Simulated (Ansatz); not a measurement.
One geometry of CH2BrFO2Si, SMILES `O=CO[SiH](F)Br`, several functionals.

```yaml
crystal:
  periodic: [false, false, false]
  atoms:
    - {symbol: O, position_ang: [-0.066688, -1.389345, 1.332036]}
    - {symbol: C, position_ang: [0.909949, -0.951254, 0.803967]}
    - {symbol: O, position_ang: [0.892586, -0.017803, -0.158045]}
    - {symbol: Si, position_ang: [-0.549875, 0.604133, -0.716760]}
    - {symbol: F, position_ang: [-0.103820, 1.472029, -1.959073]}
    - {symbol: Br, position_ang: [-1.455927, 1.923520, 0.767641]}
    - {symbol: H, position_ang: [1.939860, -1.254746, 1.034410]}
    - {symbol: H, position_ang: [-1.473984, -0.443633, -1.159976]}
basis:
  gaussian: {orbitals: def2-TZVPP}
hamiltonian: {xc: {name: wB97X-V}}
output: {orbitals: {seedname: orbitals}}
```

```sh
$ ansatz run in.yaml --threads 4 --pin off --events-out ev --progress --plain --max-ram 10444MiB
```

Output, abridged:

```
Functional definition: wB97X-V
  name "wB97X-V"
  cite "Mardirossian & Head-Gordon, Phys. Chem. Chem. Phys. 16, 9904 (2014) doi:10.1039/C3CP54374A"
  cite "Becke, J. Chem. Phys. 107, 8554 (1997) doi:10.1063/1.475007"
  cite "Vydrov & Van Voorhis, J. Chem. Phys. 133, 244103 (2010) doi:10.1063/1.3521275"
  parameter omega = 0.3/bohr
  parameter cx = 0.167
  parameter cx1 = 0.603
  parameter cx2 = 1.194
  parameter css0 = 0.556
  parameter css1 = -0.257
  parameter cos0 = 1.219
  parameter cos1 = -1.850
  parameter b = 6.0
  parameter c = 0.01
  exchange = spin_sum(e_x_unif_sr(omega)*poly(b97_u_x, 1 - cx, cx1, cx2)) + cx*exact_x_sr(omega) + exact_x_lr(omega)
  correlation = spin_sum(e_c_pw_same_spin*poly(b97_u_same, css0, css1))
      + integral(e_c_pw_opposite_spin*poly(b97_u_opposite, cos0, cos1)) + vv10(b, c)
1460 factors; their error is unknown
265 factors; integrals over basis functions are off by at most 2.9e-5 eV
mean field evaluation 1: about -85796.4652 eV, gradient 6.0e1 eV
mean field evaluation 2: about -85795.4463 eV, gradient 6.8e1 eV
mean field evaluation 4: about -85801.9858 eV, gradient 3.8e0 eV
mean field evaluation 8: about -85802.0184 eV, gradient 5.8e-2 eV
mean field evaluation 16: about -85802.3168 eV, gradient 1.6e-4 eV
mean field -85802.31678572 eV, -3153.1769829762 hartree, gradient 5.7e-5 eV, S^2 0.000000; 0 other end points of the search recorded, 0 dependent functions left out
reference -85802.31678391 eV, -3153.1769829095 hartree; 41, 41 occupied and 201, 201 virtual orbitals, 1460 factors
Total energy: -85802.31678391 eV, -3153.1769829095 hartree
```

It took 10 s on 4 threads of an Arm Neoverse V1 on a shared host, with 0.96 GiB of host memory at the peak.

With the line `hamiltonian: {xc: {name: wB97M-V}}` and forces (abridged; 15 s):

```
Functional definition: wB97M-V
mean field evaluation 16: about -85806.2301 eV, gradient 7.9e-4 eV
mean field -85806.23010660 eV, -3153.3207948658 hartree, gradient 4.6e-5 eV, S^2 0.000000
Total energy: -85806.23015077 eV, -3153.3207964892 hartree
Atom 0 force    -0.130174    -0.014865     0.027842 eV/Å
Atom 1 force     0.278383    -0.142185     0.134028 eV/Å
Atom 2 force    -0.014878     0.149230    -0.141625 eV/Å
Atom 3 force    -0.194804    -0.217191     0.031652 eV/Å
Atom 4 force     0.029525     0.086707    -0.097722 eV/Å
Atom 5 force     0.020413    -0.018820    -0.012851 eV/Å
Atom 6 force    -0.113062     0.016667    -0.008762 eV/Å
Atom 7 force     0.124597     0.140457     0.067438 eV/Å
Dipole moment:     0.219421    -0.098868    -0.073001 e Å
```
